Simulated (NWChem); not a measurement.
Species: CH$_{5}$FOSi; SMILES C[Si@H](O)F

```xyz
9

C     -0.2708     1.6603     0.2185
Si     0.0220    -0.0927    -0.3627
O     -1.1100    -1.1723     0.2206
F      1.5194    -0.5235     0.1596
H     -0.1944     1.7349     1.3230
H     -1.2765     2.0162    -0.0842
H      0.4836     2.3477    -0.2158
H     -0.0128    -0.2537    -1.8465
H     -1.2722    -1.1367     1.1791
```
Atoms are numbered in this order, from 1.

Results from NWChem. All runs use the structure optimised with PBE-D3(BJ)/def2-SVP. Level: B3LYP/def2-SVP with SMD (1 M gas to 1 M solution), gas-phase geometry. Reactions with the solvent are ignored.

For solvent 1-octanol:

* **solvation free energy (kcal/mol)**: -5.5
* **cavity-dispersion-structure term (kcal/mol)**: 1.0

**Question.** What are these values for solvent ethylene glycol?

**Answer.** The solvation free energy (kcal/mol) is -4.5 and the cavity-dispersion-structure term (kcal/mol) is 3.0.
